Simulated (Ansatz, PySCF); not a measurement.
System: sum formula BNH3, charge -1, multiplicity 1. It need not be the lowest isomer of its formula. Whether it binds its extra electron was not tested at this geometry. 
Coordinates optimised at B3LYP-D3(BJ)/def2-TZVP (Ansatz, a quantum-chemistry and plane-wave program):
SMILES: B[NH-]
```xyz
5

B     -0.6650     0.0506    -0.0189
N      0.7039     0.0700     0.0241
H     -1.3761    -0.9656    -0.0746
H     -1.3072     1.1029    -0.0040
H      1.0813    -0.8806     0.0044
```
Charge -1, spin multiplicity 1.

Total electronic energies in hartree. Cores are frozen in the correlated levels unless marked. Spin-orbit coupling is left out. Non-relativistic unless marked X2C. CBS marks a two-point X^-3 extrapolation of the correlation energy; Hartree-Fock from the larger set.

```
level                                         program  energy (Eh)
-------------------------------------  --------------  -----------
HF/aug-cc-pVDZ                                 Ansatz    -80.87414
HF-D4/def2-TZVPD                        PySCF + dftd4    -80.90247
RI-HF/def2-QZVPP                               Ansatz    -80.89797
SVWN5/def2-TZVPD                               Ansatz    -80.69595
r2SCAN-D3(BJ)/def2-TZVPD               Ansatz + dftd3    -81.39737
LC-wPBE/def2-TZVPD                             Ansatz    -81.39084
B2PLYP-D3(BJ)/def2-TZVPD               Ansatz + dftd3    -81.37850
MP2/aug-cc-pVDZ                                Ansatz    -81.17044
MP2/def2-SVPD                                  Ansatz    -81.10021
MP2/aug-cc-pVTZ                                Ansatz    -81.24552
SCS-MP2/cc-pVQZ                                Ansatz    -81.26757
CCSD(T)/cc-pVQZ                                Ansatz    -81.29286
X2C-CCSD(T)/cc-pVTZ-DK                         Ansatz    -81.29927
CCSD(T) with core electrons/cc-pwCVTZ          Ansatz    -81.36542
CCSD(T)/CBS(def2-TZVPPD,def2-QZVPPD)           Ansatz     -81.3096
```

Totals of different functionals don't rank their quality; only differences between species are comparable.
